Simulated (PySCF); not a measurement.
# CI from Hartree–Fock to correlated methods

State: ²Π (doublet), unpaired electrons π ↑. Set-up: basis C aug-cc-pVDZ, I aug-cc-pVDZ-PP with ECP28; scalar-relativistic core potentials; PySCF 2.14. De refers to C + I in their high-spin ground configurations, without counterpoise correction. The functionals are run spin-unrestricted. A positive dipole means C(−)I(+). Levels whose curve was spin-contaminated or gave no clean fit are not listed.

```tsv
Level	Re (Å)	ωe (cm⁻¹)	De (eV)	μ (D)	CPU s a point (SCF and correlation, without the integrals)
UHF	2.080	606	0.94	0.88	0.22
UHF-MP2	2.045	631	2.54	n/a	0.36
UHF-CCSD	2.065	614	2.38	n/a	n/a
UHF-CCSD(T)	2.069	610	2.61	n/a	18
PBE	2.058	622	3.47	1.82	0.83
revPBE	2.067	612	3.25	1.76	0.55
BP86	2.065	613	3.41	1.75	0.55
r²SCAN	2.055	626	3.07	1.67	1.2
PBE0	2.042	643	3.02	1.66	1.3
r²SCAN0	2.044	641	2.74	1.54	1.3
```

The bond length runs from 2.042 Å (PBE0) to 2.080 Å (UHF). De spans 0.94 eV (UHF, mean field) to 3.47 eV (PBE, GGA). Correlation at CCSD(T) changes the Hartree–Fock bond energy by +1.67 eV; the triples alone change it by +0.23 eV.

Correlated steps freeze 5 core orbitals. Correlated levels converge slowly with the basis: in double zeta they bind strong bonds too weakly, by up to about 1 eV, and carry superposition errors of some tenths. Spin–orbit coupling is left out, which matters for elements this heavy, above all for dissociation energies. The state was picked by a PBE0 search and need not be the measured ground state.

The whole job (state search and all levels along the bond) took about 3.9 min on 1 thread of Arm Neoverse V1 (shared host), peak memory 0.69 GiB.
